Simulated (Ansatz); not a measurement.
Program: Ansatz. Geometries: PBE0-D4/def2-TZVP. ΔE: electronic, gas phase. CBS: MP2 limit from def2 TZ/QZ plus the TZ coupled-cluster correction, frozen cores. Functionals use def2-TZVPP. B3LYP here is the variant with VWN-RPA as its local correlation; programs differ in this. def2 core potentials past Kr. For Br, Cd outer-core shells are correlated without core-valence functions, which leaves a few kJ/mol of doubt a bond. Scalar relativity is left out up to krypton. One conformer a species, not always the lowest.

Reaction (cleavage of the Si–Si bond): `[AlH2][SiH]([SiH3])O[SiH3]` + `[OH][Cd][Br]` → `[SiH3][O][Cd][Br]` + `[AlH2][SiH2]O[SiH3]`

Is it downhill or uphill in electronic energy at CCSD(T)/CBS, and by how much? (Estimate.)

The calculation gave: Downhill: ΔE = -102.1 kJ/mol.

What do these levels give: PBE0-D4, ωB97X-V, ωB97M-V, B2PLYP, PBE, B3LYP, MP2/def2-TZVPP, SCS-MP2/def2-TZVPP, CCSD(T)/def2-TZVPP, MP2/def2-QZVPP, MP2/CBS(def2), CCSD/CBS(def2)? (An estimate is asked.)

Ansatz gave: PBE0-D4 -83.0, ωB97X-V -102.6, ωB97M-V -105.8, B2PLYP -109.7, PBE -74.2, B3LYP -104.9, MP2/def2-TZVPP -112.8, SCS-MP2/def2-TZVPP -119.8, CCSD(T)/def2-TZVPP -106.5, MP2/def2-QZVPP -110.7, MP2/CBS(def2) -108.4, CCSD/CBS(def2) -107.4 kJ/mol.

Largest T1 diagnostic among the species: 0.014.

From PBE to PBE0 (25 % exact exchange), in def2-TZVPP and without D4, ΔE moves by −12.9 kJ/mol. The D4 term adds +6.6 kJ/mol with B3LYP and +4.0 kJ/mol with PBE0; it sums over pairs of atoms, weighted by their polarisabilities, and B3LYP, whose exchange is more repulsive, gets the larger term. In def2-TZVPP, CCSD(T) changes the Hartree–Fock value by +36.1 kJ/mol (the triples alone add +5.3 kJ/mol) and MP2 by +29.8 kJ/mol.
